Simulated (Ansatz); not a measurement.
Ansatz (a program for electronic structure) input file for ClH₆NOSi₂, SMILES O[Si@H](Cl)N[SiH3], PBE-D3(BJ)/def2-SVP. 

Ansatz 0.2 input:
```yaml
crystal:
  periodic: [false, false, false]
  atoms:
    - {symbol: O, position_ang: [-1.77462450, -0.89704960, 1.30072957]}
    - {symbol: Si, position_ang: [-0.30546810, -0.19870931, 1.01004456]}
    - {symbol: Cl, position_ang: [-0.51843033, 1.68704703, 0.15667721]}
    - {symbol: N, position_ang: [0.65450540, -1.05612174, -0.13444711]}
    - {symbol: Si, position_ang: [1.36376283, -0.50221515, -1.64258246]}
    - {symbol: H, position_ang: [-2.32192495, -1.09527979, 0.53032684]}
    - {symbol: H, position_ang: [0.29537073, -0.05986193, 2.35199455]}
    - {symbol: H, position_ang: [0.88522641, -2.01709242, 0.11595773]}
    - {symbol: H, position_ang: [2.13535528, -1.66410696, -2.17594657]}
    - {symbol: H, position_ang: [2.28941417, 0.65128111, -1.44983235]}
    - {symbol: H, position_ang: [0.32920570, -0.11254839, -2.64518924]}
basis:
  gaussian:
    orbitals: def2-SVP
hamiltonian:
  xc: pbe
  dispersion: d3bj
relax: {f_tol: 0.002, max_steps: 200}
```

Program output:

```
WARN ansatz: RAYON_NUM_THREADS=2 ignored (pool sized by the plan → 2); use --threads N
Functional definition: PBE
integrals: 0.06 GiB planned
1250 factors; their error is unknown
mean field: 0.32 GiB planned
mean field evaluation 1: about -31875.6751 eV, gradient 7.8e1 eV
mean field evaluation 2: about -31833.0977 eV, gradient 1.5e2 eV
mean field evaluation 4: about -31887.0735 eV, gradient 1.1e1 eV
mean field evaluation 8: about -31887.3214 eV, gradient 2.1e-1 eV
mean field evaluation 16: about -31887.2323 eV, gradient 1.1e-4 eV
mean field -31887.23227893 eV, -1171.8341723084 hartree, gradient 3.6e-5 eV, S^2 0.000000; 0 other end points of the search recorded, 0 dependent functions left out
the calculation of the forces begins
reference -31887.23231719 eV, -1171.8341737143 hartree; 33, 33 occupied and 79, 79 virtual orbitals, 1250 factors
relax step   1: F+E_penalty+E_count = -31887.52342105 eV  Δ(F+E_penalty+E_count) = +0.000e0 eV  max|allowed force component| = 4.589e-1 eV/Å  Δτ_max = 0.0000 Å  (28 SCF iters, accepted)
these checks for a lower state are left out or cut short: starts, cluster_reference, orbital_swaps, neighbouring_geometries, increment
integrals: 0.06 GiB planned
1250 factors; their error is unknown
mean field: 0.32 GiB planned
mean field -31887.24623866 eV, -1171.8346853190 hartree, gradient 2.0e-5 eV, S^2 0.000000; 0 other end points of the search recorded, 0 dependent functions left out
the calculation of the forces begins
reference -31887.24627706 eV, -1171.8346867303 hartree; 33, 33 occupied and 79, 79 virtual orbitals, 1250 factors
relax step   2: F+E_penalty+E_count = -31887.53618661 eV  Δ(F+E_penalty+E_count) = -1.277e-2 eV  max|allowed force component| = 1.806e-1 eV/Å  Δτ_max = 0.0130 Å  (30 SCF iters, accepted)
these checks for a lower state are left out or cut short: starts, cluster_reference, orbital_swaps, neighbouring_geometries, increment
integrals: 0.06 GiB planned
1250 factors; their error is unknown
mean field: 0.32 GiB planned
mean field evaluation 32: about -31887.2491 eV, gradient 2.0e-5 eV
mean field -31887.24912144 eV, -1171.8347912591 hartree, gradient 2.0e-5 eV, S^2 0.000000; 0 other end points of the search recorded, 0 dependent functions left out
the calculation of the forces begins
reference -31887.24915987 eV, -1171.8347926716 hartree; 33, 33 occupied and 79, 79 virtual orbitals, 1250 factors
relax step   3: F+E_penalty+E_count = -31887.53870035 eV  Δ(F+E_penalty+E_count) = -2.514e-3 eV  max|allowed force component| = 6.011e-2 eV/Å  Δτ_max = 0.0104 Å  (29 SCF iters, accepted)
these checks for a lower state are left out or cut short: starts, cluster_reference, orbital_swaps, neighbouring_geometries, increment
integrals: 0.06 GiB planned
1250 factors; their error is unknown
mean field: 0.32 GiB planned
mean field -31887.24804405 eV, -1171.8347516658 hartree, gradient 2.0e-5 eV, S^2 0.000000; 0 other end points of the search recorded, 0 dependent functions left out
the calculation of the forces begins
reference -31887.24808242 eV, -1171.8347530759 hartree; 33, 33 occupied and 79, 79 virtual orbitals, 1250 factors
relax step   4: F+E_penalty+E_count = -31887.53821952 eV  Δ(F+E_penalty+E_count) = +4.808e-4 eV  max|allowed force component| = 1.052e-1 eV/Å  Δτ_max = 0.0247 Å  (30 SCF iters, rejected (line search))
these checks for a lower state are left out or cut short: starts, cluster_reference, orbital_swaps, neighbouring_geometries, increment
integrals: 0.06 GiB planned
1250 factors; their error is unknown
mean field: 0.32 GiB planned
mean field -31887.24949917 eV, -1171.8348051405 hartree, gradient 2.0e-5 eV, S^2 0.000000; 0 other end points of the search recorded, 0 dependent functions left out
the calculation of the forces begins
reference -31887.24953758 eV, -1171.8348065521 hartree; 33, 33 occupied and 79, 79 virtual orbitals, 1250 factors
relax step   5: F+E_penalty+E_count = -31887.53929041 eV  Δ(F+E_penalty+E_count) = -5.901e-4 eV  max|allowed force component| = 1.046e-2 eV/Å  Δτ_max = 0.0119 Å  (30 SCF iters, accepted)
these checks for a lower state are left out or cut short: starts, cluster_reference, orbital_swaps, neighbouring_geometries, increment
integrals: 0.06 GiB planned
1250 factors; their error is unknown
mean field: 0.32 GiB planned
mean field -31887.24930925 eV, -1171.8347981610 hartree, gradient 2.0e-5 eV, S^2 0.000000; 0 other end points of the search recorded, 0 dependent functions left out
the calculation of the forces begins
reference -31887.24934763 eV, -1171.8347995716 hartree; 33, 33 occupied and 79, 79 virtual orbitals, 1250 factors
relax step   6: F+E_penalty+E_count = -31887.53937569 eV  Δ(F+E_penalty+E_count) = -8.528e-5 eV  max|allowed force component| = 6.083e-3 eV/Å  Δτ_max = 0.0118 Å  (30 SCF iters, accepted)
these checks for a lower state are left out or cut short: starts, cluster_reference, orbital_swaps, neighbouring_geometries, increment
integrals: 0.06 GiB planned
1250 factors; their error is unknown
mean field: 0.32 GiB planned
mean field -31887.24932349 eV, -1171.8347986843 hartree, gradient 1.7e-5 eV, S^2 0.000000; 0 other end points of the search recorded, 0 dependent functions left out
the calculation of the forces begins
reference -31887.24936187 eV, -1171.8348000947 hartree; 33, 33 occupied and 79, 79 virtual orbitals, 1250 factors
relax step   7: F+E_penalty+E_count = -31887.53939496 eV  Δ(F+E_penalty+E_count) = -1.927e-5 eV  max|allowed force component| = 5.629e-3 eV/Å  Δτ_max = 0.0040 Å  (22 SCF iters, accepted)
these checks for a lower state are left out or cut short: starts, cluster_reference, orbital_swaps, neighbouring_geometries, increment
integrals: 0.06 GiB planned
1250 factors; their error is unknown
mean field: 0.32 GiB planned
mean field evaluation 64: about -31887.2493 eV, gradient 2.5e-5 eV
mean field -31887.24932534 eV, -1171.8347987524 hartree, gradient 2.5e-5 eV, S^2 0.000000; 0 other end points of the search recorded, 0 dependent functions left out
the calculation of the forces begins
reference -31887.24936372 eV, -1171.8348001628 hartree; 33, 33 occupied and 79, 79 virtual orbitals, 1250 factors
relax step   8: F+E_penalty+E_count = -31887.53941208 eV  Δ(F+E_penalty+E_count) = -1.712e-5 eV  max|allowed force component| = 8.924e-3 eV/Å  Δτ_max = 0.0043 Å  (23 SCF iters, accepted)
these checks for a lower state are left out or cut short: starts, cluster_reference, orbital_swaps, neighbouring_geometries, increment
integrals: 0.06 GiB planned
1250 factors; their error is unknown
mean field: 0.32 GiB planned
mean field -31887.24931001 eV, -1171.8347981891 hartree, gradient 9.7e-6 eV, S^2 0.000000; 0 other end points of the search recorded, 0 dependent functions left out
the calculation of the forces begins
reference -31887.24934838 eV, -1171.8347995991 hartree; 33, 33 occupied and 79, 79 virtual orbitals, 1250 factors
relax step   9: F+E_penalty+E_count = -31887.53942281 eV  Δ(F+E_penalty+E_count) = -1.072e-5 eV  max|allowed force component| = 5.354e-3 eV/Å  Δτ_max = 0.0047 Å  (24 SCF iters, accepted)
these checks for a lower state are left out or cut short: starts, cluster_reference, orbital_swaps, neighbouring_geometries, increment
integrals: 0.06 GiB planned
1250 factors; their error is unknown
mean field: 0.32 GiB planned
mean field -31887.24933466 eV, -1171.8347990948 hartree, gradient 1.2e-5 eV, S^2 0.000000; 0 other end points of the search recorded, 0 dependent functions left out
the calculation of the forces begins
reference -31887.24937303 eV, -1171.8348005049 hartree; 33, 33 occupied and 79, 79 virtual orbitals, 1250 factors
relax step  10: F+E_penalty+E_count = -31887.53942949 eV  Δ(F+E_penalty+E_count) = -6.681e-6 eV  max|allowed force component| = 2.911e-3 eV/Å  Δτ_max = 0.0035 Å  (23 SCF iters, accepted)
these checks for a lower state are left out or cut short: starts, cluster_reference, orbital_swaps, neighbouring_geometries, increment
integrals: 0.06 GiB planned
1250 factors; their error is unknown
mean field: 0.32 GiB planned
mean field -31887.24933552 eV, -1171.8347991263 hartree, gradient 1.3e-5 eV, S^2 0.000000; 0 other end points of the search recorded, 0 dependent functions left out
the calculation of the forces begins
reference -31887.24937388 eV, -1171.8348005362 hartree; 33, 33 occupied and 79, 79 virtual orbitals, 1250 factors
relax step  11: F+E_penalty+E_count = -31887.53943601 eV  Δ(F+E_penalty+E_count) = -6.528e-6 eV  max|allowed force component| = 5.215e-3 eV/Å  Δτ_max = 0.0049 Å  (22 SCF iters, accepted)
these checks for a lower state are left out or cut short: starts, cluster_reference, orbital_swaps, neighbouring_geometries, increment
integrals: 0.06 GiB planned
1250 factors; their error is unknown
mean field: 0.32 GiB planned
mean field -31887.24933861 eV, -1171.8347992399 hartree, gradient 9.1e-6 eV, S^2 0.000000; 0 other end points of the search recorded, 0 dependent functions left out
the calculation of the forces begins
reference -31887.24937697 eV, -1171.8348006497 hartree; 33, 33 occupied and 79, 79 virtual orbitals, 1250 factors
relax step  12: F+E_penalty+E_count = -31887.53943959 eV  Δ(F+E_penalty+E_count) = -3.579e-6 eV  max|allowed force component| = 3.379e-3 eV/Å  Δτ_max = 0.0038 Å  (22 SCF iters, accepted)
these checks for a lower state are left out or cut short: starts, cluster_reference, orbital_swaps, neighbouring_geometries, increment
integrals: 0.06 GiB planned
1250 factors; their error is unknown
mean field: 0.32 GiB planned
mean field -31887.24933261 eV, -1171.8347990196 hartree, gradient 2.0e-5 eV, S^2 0.000000; 0 other end points of the search recorded, 0 dependent functions left out
the calculation of the forces begins
reference -31887.24937097 eV, -1171.8348004294 hartree; 33, 33 occupied and 79, 79 virtual orbitals, 1250 factors
relax step  13: F+E_penalty+E_count = -31887.53944081 eV  Δ(F+E_penalty+E_count) = -1.211e-6 eV  max|allowed force component| = 1.445e-3 eV/Å  Δτ_max = 0.0022 Å  (22 SCF iters, accepted)
integrals: 0.06 GiB planned
1250 factors; their error is unknown
mean field: 0.32 GiB planned
mean field evaluation 96: about -31887.3370 eV, gradient 1.5e-1 eV
mean field -31887.24933261 eV, -1171.8347990196 hartree, gradient 1.9e-5 eV, S^2 0.000000; 1 other end points of the search recorded, 0 dependent functions left out
the calculation of the forces begins
reference -31887.24937097 eV, -1171.8348004294 hartree; 33, 33 occupied and 79, 79 virtual orbitals, 1250 factors
Total energy: -31887.53947917 eV, -1171.8454617089 hartree
Atom 0 at    -1.796736    -0.894078     1.301046 Å, force     0.000240     0.000541     0.000081 eV/Å
Atom 1 at    -0.307868    -0.196985     1.019105 Å, force    -0.000361    -0.001445    -0.000662 eV/Å
Atom 2 at    -0.493786     1.697588     0.154758 Å, force     0.000025     0.000588    -0.000066 eV/Å
Atom 3 at     0.666845    -1.064052    -0.122216 Å, force     0.001226     0.000155    -0.000774 eV/Å
Atom 4 at     1.358222    -0.500302    -1.647403 Å, force    -0.000108     0.000031     0.000212 eV/Å
Atom 5 at    -2.313749    -1.095498     0.500045 Å, force    -0.000248    -0.000129     0.000236 eV/Å
Atom 6 at     0.279167    -0.065037     2.381314 Å, force     0.000032     0.000048    -0.000166 eV/Å
Atom 7 at     0.914224    -2.025565     0.134816 Å, force    -0.000436     0.000138     0.000589 eV/Å
Atom 8 at     2.132903    -1.670025    -2.191423 Å, force    -0.000066    -0.000196     0.000063 eV/Å
Atom 9 at     2.290885     0.663975    -1.466418 Å, force    -0.000336     0.000129     0.000167 eV/Å
Atom 10 at     0.302287    -0.114678    -2.645892 Å, force     0.000032     0.000139     0.000319 eV/Å
Dipole moment:    -0.000498    -0.425190    -0.113310 e Å
```

Self-consistency was reached.

Cost: very roughly 50 core-seconds.
